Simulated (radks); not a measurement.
Species: Lu2+. Configuration: [Xe] 4f14 6s1 (the NIST ground configuration).

Method: scalar-relativistic Kohn-Sham, PBEsol, spin-polarised, spherical densities, point nucleus; open shells are filled with parallel spins first (spin-orbit coupling, left out, can overturn this in heavy ions); hard spherical wall at 20 bohr; computed with a radial shooting solver on a logarithmic mesh with Libxc functionals.

Energy parts (hartree):
| part | energy |
|---|---|
| total | -14558.1737 |
| kinetic | 15908.6482 |
| electron-nucleus | -35838.8446 |
| Hartree | 5667.2577 |
| exchange-correlation | -295.2351 |

Orbitals (lengths in bohr, moments of r in powers of bohr; <r^-3> diverges for s and p1/2; r(max) is where P^2 peaks):
orbital  occ.  eigenvalue (hartree)   <1/r>      <r>  <r^-3>   r(max)
1s up       1             -2324.014   82.21  0.01932       -  0.01213
1s down     1             -2324.014   82.21  0.01932       -  0.01213
2s up       1             -396.1407   19.18  0.08185       -  0.06932
2s down     1             -396.1404   19.18  0.08185       -  0.06932
2p up       3             -348.5951   17.55  0.07293   16850  0.05661
2p down     3             -348.5947   17.55  0.07293   16850  0.05661
3s up       1             -90.25421   7.090   0.2127       -   0.1958
3s down     1             -90.25408   7.090   0.2127       -   0.1958
3p up       3             -75.98947   6.587   0.2124    3697   0.1932
3p down     3             -75.98933   6.587   0.2124    3697   0.1932
3d up       5             -58.86488   6.236   0.1925   483.4   0.1574
3d down     5             -58.86471   6.236   0.1925   483.4   0.1574
4s up       1             -18.46381   3.001   0.4781       -   0.4461
4s down     1             -18.46360   3.001   0.4781       -   0.4461
4p up       3             -13.78370   2.734   0.5080   843.7   0.4672
4p down     3             -13.78339   2.734   0.5080   843.8   0.4672
4d up       5              -7.68237   2.420   0.5478   93.12   0.4809
4d down     5              -7.68186   2.420   0.5478   93.13   0.4809
4f up       7              -0.99041   1.830   0.7204   13.91   0.4685
4f down     7              -0.98882   1.832   0.7180   13.94   0.4685
5s up       1              -2.88417   1.137    1.168       -    1.042
5s down     1              -2.88088   1.138    1.166       -    1.042
5p up       3              -1.79672  0.9447    1.381   108.1    1.193
5p down     3              -1.79004  0.9484    1.375   109.0    1.192
5d up       0              -0.62858  0.5852    2.192   4.838    1.710
5d down     0              -0.60253  0.6007    2.134   5.174    1.678
6s up       1              -0.66369  0.4159    3.037       -    2.740
6s down     0              -0.61898  0.4212    3.006       -    2.718
6p up       0              -0.46311  0.3373    3.742   13.88    3.365

The highest occupied level is 6s up at -18.060 eV. The pressure on the wall is 1.51e-13 GPa.

Run on one thread of a shared host, so times are rough (Intel(R) Xeon(R) Platinum 8488C): 0.35 s of CPU time, 0.37 s wall, 17 iterations on 2390 mesh points.
